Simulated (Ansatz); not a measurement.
Reaction (cleavage of the Ge–Ga bond): `O=[CH][Ga]([F])[GeH3]` + `OC[TeH]` → `[GeH3][O]C[TeH]` + `O=[CH][GaH][F]`

Gas-phase electronic energies from Ansatz, PBE0-D4/def2-TZVP geometries. CCSD(T)/CBS adds triple-zeta CCSD(T) − MP2 to the extrapolated MP2 energy (def2 sets, frozen cores). DFT in def2-TZVPP. B3LYP here is the variant with VWN-RPA as its local correlation; programs differ in this. Elements past krypton have def2 core potentials. For Ga, Ge, Te outer-core shells are correlated without core-valence functions, which leaves a few kJ/mol of doubt a bond. Scalar relativity is left out up to krypton. One conformer a species, not always the lowest.

| level | ΔE (kJ/mol) | difference from CCSD(T)/CBS |
| --- | --- | --- |
| PBE-D4 | 42.7 | 15.0 |
| ωB97M-V | 26.1 | -1.6 |
| B2PLYP | 25.4 | -2.3 |
| PBE0 | 40.1 | 12.4 |
| B3LYP | 32.4 | 4.7 |
| HF/def2-TZVPP | 10.7 | -17.0 |
| MP2/def2-TZVPP | 19.2 | -8.5 |
| CCSD(T)/def2-TZVPP | 23.8 | -3.9 |
| HF/def2-QZVPP | 8.2 | -19.5 |
| MP2/CBS(def2) | 23.1 | -4.6 |
| CCSD(T)/CBS | 27.7 | 0 |

Largest T1 diagnostic among the species: 0.016.

In def2-TZVPP, CCSD(T) changes the Hartree–Fock value by +13.1 kJ/mol (the triples alone add +0.7 kJ/mol) and MP2 by +8.5 kJ/mol. From PBE to PBE0 (25 % exact exchange), in def2-TZVPP and without D4, ΔE moves by −4.3 kJ/mol.

CCSD(T)/CBS has its own doubt, a few kJ/mol and more with outer-core shells, so smaller differences from it don't rank the levels.
